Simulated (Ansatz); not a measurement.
CH$_{3}$Cl$_{2}$FSi (`FC([SiH3])(Cl)Cl`). Charge 0, multiplicity 1.

```xyz
8

F    -0.775   -0.480   -1.694
C    -0.782   -0.314   -0.351
Si    0.900    0.347    0.291
Cl   -2.071    0.839    0.050
Cl   -1.130   -1.889    0.392
H     1.144    1.652   -0.367
H     1.936   -0.645   -0.079
H     0.779    0.489    1.758
```

**Question.** What are the harmonic wavenumbers in cm⁻¹ at PBE0-D4/def2-TZVP (Ansatz, finite differences of forces, unscaled)? (Estimate.)

**Answer.** Computed: 152, 167, 181, 285, 340, 371, 494, 600, 635, 792, 868, 921, 934, 940, 1110, 2250, 2266, 2278.

**Question.** Is this a minimum?

**Answer.** Yes, all 18 modes are real.

**Question.** Give the ideal-gas thermochemistry at 298.15 K and 1 bar (rigid rotor, harmonic oscillator; point group Cs, symmetry number 1).

**Answer.** Zero-point energy 93.2 kJ/mol; H(298) − E = 113.2 kJ/mol; entropy 343.7 J/(mol·K), of which translation 169.8, rotation 117.2, vibration 56.7; G(298) − E = 10.7 kJ/mol.

**Question.** And at 400, 500, 600, 800 and 1000 K?

**Answer.** 
```
T (K)  H − E (kJ/mol)  S (J/mol/K)  G − E (kJ/mol)
  400           124.6        376.3           -26.0
  500           137.1        404.2           -65.0
  600           150.6        428.9          -106.7
  800           179.9        470.9          -196.8
 1000           211.2        505.8          -294.6
```
